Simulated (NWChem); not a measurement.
System: SiH₃OF; SMILES O[SiH2]F

The following NWChem deck was run.

```
start job
memory heap 200 mb stack 900 mb global 1100 mb
geometry units angstroms noautoz
  Si    -0.432841     0.047946    -0.034547
  O      0.592356    -1.234000    -0.206701
  F      0.369405     1.445813    -0.079452
  H     -1.352001    -0.016867    -1.187639
  H     -1.137597     0.011102     1.272384
  H      1.190698    -1.427677     0.528194
end
basis spherical
  * library def2-svp
end
dft
  xc xctpssh
  iterations 150
  mulliken
end
task dft energy
```

Output (shortened):

```
             Northwest Computational Chemistry Package (NWChem) 7.3.0
             --------------------------------------------------------

 C1  symmetry detected

                             Geometry "geometry" -> ""
                             -------------------------

 Output coordinates in angstroms (scale by  1.889725989 to convert to a.u.)

  No.       Tag          Charge          X              Y              Z
 ---- ---------------- ---------- -------------- -------------- --------------
    1 Si                  14.0000    -0.45479349     0.01879363     0.00101821
    2 O                    8.0000     0.46066051    -1.35261079    -0.07140640
    3 F                    9.0000     0.47050794     1.33899716    -0.02194114
    4 H                    1.0000    -1.29865153     0.00122729    -1.20987899
    5 H                    1.0000    -1.24400571     0.08206671     1.25769944
    6 H                    1.0000     0.98991054    -1.57649286     0.70664617

 Effective nuclear repulsion energy (a.u.)     118.3311113584

                                 NWChem DFT Module
                                 -----------------

 Summary of "ao basis" -> "ao basis" (spherical)
 ------------------------------------------------------------------------------
       Tag                 Description            Shells   Functions and Types
 ---------------- ------------------------------  ------  ---------------------
 Si                         def2-svp                 8       18   4s3p1d
 O                          def2-svp                 6       14   3s2p1d
 F                          def2-svp                 6       14   3s2p1d
 H                          def2-svp                 3        5   2s1p

            General Information
            -------------------
          SCF calculation type: DFT
          Wavefunction type:  closed shell.
          No. of atoms     :     6
          No. of electrons :    34
           Alpha electrons :    17
            Beta electrons :    17
          Charge           :     0
          Spin multiplicity:     1
          Use of symmetry is: off; symmetry adaption is: off
          Maximum number of iterations: 150
          AO basis - number of functions:    61
                     number of shells:    29
          Convergence on energy requested:  1.00D-06
          Convergence on density requested:  1.00D-05
          Convergence on gradient requested:  5.00D-04

              XC Information
              --------------
                  TPSS hybrid Method XC Functional
                     Hartree-Fock (Exact) Exchange  0.100
                  TPSS metaGGA Exchange Functional  0.900
             TPSS03 metaGGA Correlation Functional  1.000

             Grid Information
             ----------------
          Grid used for XC integration:  medium
          Radial quadrature: Mura-Knowles
          Angular quadrature: Lebedev.
          Tag              B.-S. Rad. Rad. Pts. Rad. Cut. Ang. Pts.
          ---              ---------- --------- --------- ---------
          Si                  1.10       88           8.0       590
          O                   0.60       49           8.0       434
          F                   0.50       49           8.0       434
          H                   0.35       45          10.0       434
          Grid pruning is: on
          Number of quadrature shells:   321
          Spatial weights used:  Erf1

      Superposition of Atomic Density Guess
      -------------------------------------

 Sum of atomic energies:        -464.22004659

      Non-variational initial energy
      ------------------------------

 Total energy =    -464.873457
 1-e energy   =    -879.111865
 2-e energy   =     295.907297
 HOMO         =      -0.395773
 LUMO         =       0.068885

     ---------------------------------------------
      Total Density - Mulliken Population Analysis
     ---------------------------------------------

    Atom       Charge   Shell Charges
 -----------   ------   -------------------------------------------------------
    1 Si  14    12.79   2.00  1.99  0.89  0.21  5.93  0.90  0.60  0.27
    2 O    8     8.76   1.99  1.10  0.63  3.09  1.95  0.00
    3 F    9     9.57   1.99  1.15  0.78  3.52  2.13  0.00
    4 H    1     1.11   0.71  0.40  0.01
    5 H    1     1.11   0.70  0.40  0.01
    6 H    1     0.65   0.52  0.07  0.06

   convergence    iter        energy       DeltaE   RMS-Dens  Diis-err
 ---------------- ----- ----------------- --------- --------- ---------
 d= 0,ls=0.0,diis     1   -466.1616731394 -5.84D+02  2.15D-02  6.58D-01
 d= 0,ls=0.0,diis     2   -466.0827930622  7.89D-02  1.20D-02  1.70D+00
 d= 0,ls=0.0,diis     3   -466.2391978713 -1.56D-01  1.08D-03  9.23D-03
 d= 0,ls=0.0,diis     4   -466.2399561029 -7.58D-04  3.67D-04  6.49D-04
 d= 0,ls=0.0,diis     5   -466.2399919011 -3.58D-05  1.53D-04  3.11D-04
  Resetting Diis
 d= 0,ls=0.0,diis     6   -466.2400187779 -2.69D-05  3.05D-05  6.01D-06
 d= 0,ls=0.0,diis     7   -466.2400193860 -6.08D-07  7.80D-06  1.05D-07

         Total DFT energy =     -466.240019385988
      One electron energy =     -881.313335898333
           Coulomb energy =      337.939204846733
    Exchange-Corr. energy =      -41.196999692741
 Nuclear repulsion energy =      118.331111358353

 Numeric. integr. density =       33.999994021267

                       DFT Final Molecular Orbital Analysis
                       ------------------------------------

 Vector   15  Occ=2.000000D+00  E=-3.538570D-01
              MO Center=  5.5D-02, -2.9D-01, -2.9D-01, r^2= 2.6D+00
   Bfn.  Coefficient  Atom+Function         Bfn.  Coefficient  Atom+Function
  ----- ------------  ---------------      ----- ------------  ---------------
    23      0.300125  2 O  py                24      0.256297  2 O  pz
    38      0.250705  3 F  pz                47     -0.233416  4 H  s
    36      0.227354  3 F  px                26      0.199265  2 O  py
    27      0.188981  2 O  pz                41     -0.182277  3 F  pz
    39     -0.162349  3 F  px                22     -0.138590  2 O  px

 Vector   16  Occ=2.000000D+00  E=-3.272439D-01
              MO Center=  7.8D-02, -7.2D-01, -8.6D-02, r^2= 2.3D+00
   Bfn.  Coefficient  Atom+Function         Bfn.  Coefficient  Atom+Function
  ----- ------------  ---------------      ----- ------------  ---------------
    23      0.380343  2 O  py                22      0.324597  2 O  px
    26      0.280466  2 O  py                25      0.232387  2 O  px
    37     -0.182474  3 F  py                47      0.180396  4 H  s
    38     -0.169794  3 F  pz                48      0.152153  4 H  s
    52     -0.141853  5 H  s                 10     -0.133931  1 Si pz

 Vector   17  Occ=2.000000D+00  E=-3.101870D-01
              MO Center= -2.4D-01, -5.4D-01,  1.7D-01, r^2= 2.6D+00
   Bfn.  Coefficient  Atom+Function         Bfn.  Coefficient  Atom+Function
  ----- ------------  ---------------      ----- ------------  ---------------
    22      0.313929  2 O  px                24     -0.309470  2 O  pz
    52      0.292632  5 H  s                 53      0.246323  5 H  s
    25      0.241308  2 O  px                27     -0.216189  2 O  pz
    47     -0.185524  4 H  s                 10      0.166549  1 Si pz
    38      0.163743  3 F  pz                48     -0.157438  4 H  s

 Vector   18  Occ=0.000000D+00  E= 2.515740D-02
              MO Center=  3.8D-01, -8.0D-01,  4.8D-01, r^2= 3.7D+00
   Bfn.  Coefficient  Atom+Function         Bfn.  Coefficient  Atom+Function
  ----- ------------  ---------------      ----- ------------  ---------------
    21      0.858111  2 O  s                 58     -0.763895  6 H  s
    11     -0.516406  1 Si px                12      0.466825  1 Si py
    27      0.231474  2 O  pz                 4     -0.196932  1 Si s
    20      0.186656  2 O  s                 24      0.177549  2 O  pz
    57     -0.152547  6 H  s                  9      0.133096  1 Si py

 Vector   19  Occ=0.000000D+00  E= 4.366134D-02
              MO Center= -5.0D-01,  6.8D-02,  2.7D-02, r^2= 3.2D+00
   Bfn.  Coefficient  Atom+Function         Bfn.  Coefficient  Atom+Function
  ----- ------------  ---------------      ----- ------------  ---------------
    12      0.882879  1 Si py                11      0.607938  1 Si px
    35     -0.505901  3 F  s                 25     -0.224324  2 O  px
     9      0.215006  1 Si py                48      0.196800  4 H  s
    22     -0.168840  2 O  px                 8      0.147116  1 Si px
    40      0.131453  3 F  py                34     -0.130210  3 F  s

 Vector   20  Occ=0.000000D+00  E= 8.164491D-02
              MO Center= -7.5D-01, -1.5D-01,  4.7D-02, r^2= 4.7D+00
   Bfn.  Coefficient  Atom+Function         Bfn.  Coefficient  Atom+Function
  ----- ------------  ---------------      ----- ------------  ---------------
    48     -1.297982  4 H  s                  4      1.191354  1 Si s
    11     -1.021819  1 Si px                53     -0.979219  5 H  s
    58      0.702069  6 H  s                  3      0.475841  1 Si s
    12      0.347121  1 Si py                21     -0.249069  2 O  s
     2      0.215984  1 Si s                 13     -0.204640  1 Si pz

     ---------------------------------------------
      Total Density - Mulliken Population Analysis
     ---------------------------------------------

    Atom       Charge   Shell Charges
 -----------   ------   -------------------------------------------------------
    1 Si  14    13.21   2.00  1.98  0.97  0.09  5.93  1.19  0.63  0.43
    2 O    8     8.40   1.99  1.08  0.65  2.88  1.80  0.01
    3 F    9     9.34   1.99  1.13  0.80  3.35  2.07  0.00
    4 H    1     1.12   0.76  0.35  0.01
    5 H    1     1.14   0.76  0.37  0.01
    6 H    1     0.80   0.67  0.05  0.07

     -------------------------------------------
      Total Density - Lowdin Population Analysis
     -------------------------------------------

[...]
```

Level: TPSSh/def2-SVP. Coordinates come from a B3LYP/6-31G* (spherical d) optimisation.
